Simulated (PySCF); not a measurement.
A geometry optimisation, step by step.

Compound: C2H7BNP.
Numbering: `[CH3:1][C:2]#[N+:3][BH2-:4][PH2:5]` (hydrogens: H6, H7, H8 on C1; H9, H10 on B4; H11, H12 on P5)
Bond orders are those of one Lewis drawing.

Computed by this run: PySCF 2.14.0, PBE0-D3(BJ)/def2-SVP geometry optimisation, gas phase; density fitting, grid level 1; the optimiser is geomeTRIC in internal coordinates, started from a GFN2-xTB structure with every atom displaced at random (about 0.01 Å). The frame can shift and turn from step to step; on so coarse a grid that alone can change the energy by a few meV, and forces under 0.02 eV/Å are noise.

Step 0: E = -13627.5517 eV, largest atomic force 4.457 eV/Å
```
atom  x, y, z in Å  |  force x, y, z in eV/Å
C1      2.262    0.482   -0.103   -1.085   1.439  -0.265
C2      0.954   -0.010    0.264   -1.057  -0.705   0.458
N3     -0.109   -0.404    0.534    4.205   1.294  -0.712
B4     -1.423   -0.825    0.781   -2.794   0.065   0.082
P5     -2.496    0.087   -0.651   -1.128  -0.257   1.038
H6      2.144    1.156   -0.986    0.177  -0.322   0.327
H7      2.670    1.082    0.718    0.126   0.014   0.125
H8      2.930   -0.313   -0.345    0.739  -0.949  -0.252
H9     -1.523   -1.998    0.656   -0.039  -0.876  -0.077
H10    -1.800   -0.436    1.861   -0.062   0.086   0.270
H11    -1.656   -0.209   -1.700    0.774  -0.360  -1.077
H12    -1.914    1.358   -0.492    0.144   0.570   0.084
```

Step 1: E = -13627.8468 eV, largest atomic force 0.357 eV/Å
```
atom  x, y, z in Å  |  force x, y, z in eV/Å
C1      2.333    0.496   -0.078    0.224  -0.091  -0.061
C2      1.027   -0.010    0.267    0.113   0.083  -0.050
N3     -0.038   -0.372    0.506   -0.289  -0.174   0.118
B4     -1.481   -0.803    0.750   -0.029   0.092  -0.164
P5     -2.620    0.055   -0.627    0.230   0.003  -0.076
H6      2.258    1.157   -0.953   -0.020   0.008  -0.047
H7      2.746    1.075    0.761    0.028  -0.020   0.040
H8      3.019   -0.336   -0.317   -0.112   0.124   0.063
H9     -1.537   -2.013    0.633    0.063  -0.079   0.025
H10    -1.800   -0.411    1.855    0.013   0.017   0.125
H11    -1.782   -0.247   -1.760   -0.146   0.035   0.059
H12    -2.082    1.380   -0.505   -0.074   0.002  -0.031
```

Step 2: E = -13627.8548 eV, largest atomic force 0.137 eV/Å
```
atom  x, y, z in Å  |  force x, y, z in eV/Å
C1      2.350    0.492   -0.069    0.036   0.010  -0.017
C2      1.035   -0.004    0.266   -0.049   0.021   0.000
N3     -0.034   -0.365    0.501    0.017  -0.021   0.012
B4     -1.474   -0.799    0.745   -0.021   0.083  -0.107
P5     -2.639    0.047   -0.623    0.081  -0.029   0.040
H6      2.287    1.153   -0.947   -0.004  -0.012   0.004
H7      2.764    1.064    0.775   -0.001  -0.017   0.007
H8      3.026   -0.345   -0.300   -0.011   0.004   0.013
H9     -1.509   -2.012    0.635    0.006  -0.018   0.013
H10    -1.781   -0.409    1.860   -0.004  -0.009   0.015
H11    -1.843   -0.239   -1.783   -0.032  -0.002   0.018
H12    -2.141    1.388   -0.526   -0.018  -0.009   0.002
```

Step 3: E = -13627.8564 eV, largest atomic force 0.045 eV/Å
```
atom  x, y, z in Å  |  force x, y, z in eV/Å
C1      2.362    0.491   -0.064   -0.021   0.018   0.005
C2      1.039    0.006    0.261   -0.034   0.013  -0.002
N3     -0.031   -0.354    0.491    0.043   0.004  -0.003
B4     -1.469   -0.792    0.737    0.005   0.031  -0.032
P5     -2.654    0.037   -0.615   -0.011  -0.018   0.038
H6      2.312    1.151   -0.943    0.005  -0.004   0.006
H7      2.774    1.056    0.785   -0.001  -0.005  -0.001
H8      3.029   -0.354   -0.287    0.015  -0.022  -0.003
H9     -1.492   -2.008    0.631   -0.007   0.002   0.009
H10    -1.770   -0.406    1.856   -0.005  -0.014  -0.008
H11    -1.881   -0.242   -1.789    0.010  -0.005  -0.011
H12    -2.179    1.386   -0.529    0.003   0.001   0.002
```

Step 4: E = -13627.8568 eV, largest atomic force 0.030 eV/Å
```
atom  x, y, z in Å  |  force x, y, z in eV/Å
C1      2.371    0.491   -0.060   -0.020   0.002   0.009
C2      1.041    0.016    0.254   -0.008   0.011  -0.008
N3     -0.029   -0.343    0.482    0.016   0.003  -0.003
B4     -1.465   -0.787    0.731    0.015   0.000   0.005
P5     -2.667    0.027   -0.608   -0.028  -0.004   0.011
H6      2.334    1.152   -0.939    0.005   0.000   0.002
H7      2.781    1.050    0.792    0.001   0.001  -0.002
H8      3.031   -0.360   -0.279    0.008  -0.010  -0.004
H9     -1.479   -2.004    0.629   -0.006   0.004   0.004
H10    -1.762   -0.406    1.852   -0.003  -0.008  -0.005
H11    -1.907   -0.247   -1.791    0.013  -0.002  -0.009
H12    -2.207    1.382   -0.530    0.007   0.002  -0.001
```

Step 5: E = -13627.8569 eV, largest atomic force under 0.02 eV/Å
```
atom  x, y, z in Å  |  force x, y, z in eV/Å
C1      2.373    0.492   -0.060   -0.006  -0.004   0.005
C2      1.042    0.022    0.251    0.000   0.008  -0.007
N3     -0.029   -0.339    0.478   -0.002  -0.002   0.001
B4     -1.462   -0.786    0.730    0.010  -0.004   0.009
P5     -2.674    0.022   -0.604   -0.012   0.001  -0.003
H6      2.342    1.154   -0.939    0.002   0.001  -0.001
H7      2.783    1.050    0.794    0.001   0.001  -0.001
H8      3.032   -0.362   -0.278    0.001   0.000  -0.001
H9     -1.474   -2.003    0.629   -0.001   0.001   0.001
H10    -1.759   -0.407    1.852    0.000  -0.002  -0.001
H11    -1.916   -0.250   -1.790    0.004   0.000  -0.002
H12    -2.216    1.378   -0.530    0.003   0.000  -0.001
```

Task: Summarise the path.

Result: The energy falls by 7.04 kcal/mol from step 0 to step 5; nine tenths of that is first reached at step 1. It falls at every step. The largest force goes from 4.457 to under 0.02 eV/Å. Among the bonds N3–B4 changes most, from 1.402 to 1.523 Å; the atoms move by 0.167 Å rms after alignment.

Task: Follow the three bonds and two angles with the largest change from start to end.

Result: 
| step | E above end (kcal/mol) | largest force (eV/Å) | N3–B4 (Å) | P5–H11 (Å) | B4–H9 (Å) | N3–B4–P5 (°) | N3–B4–H9 (°) |
| --- | --- | --- | --- | --- | --- | --- | --- |
| 0 | 7.04 | 4.457 | 1.402 | 1.375 | 1.184 | 103.8 | 111.1 |
| 1 | 0.23 | 0.357 | 1.526 | 1.441 | 1.216 | 108.0 | 108.0 |
| 2 | 0.05 | 0.137 | 1.524 | 1.435 | 1.219 | 108.8 | 107.2 |
| 3 | 0.01 | 0.045 | 1.523 | 1.432 | 1.221 | 109.5 | 106.8 |
| 4 | 0.00 | 0.030 | 1.523 | 1.432 | 1.221 | 110.0 | 106.7 |
| 5 | 0.00 | under 0.02 | 1.523 | 1.433 | 1.221 | 110.2 | 106.7 |

The cost below is that of the whole optimisation. Time: 26 s wall; peak memory 0.44 GiB. Hardware: one thread, Arm Neoverse V1 (aarch64), no GPU, shared host.
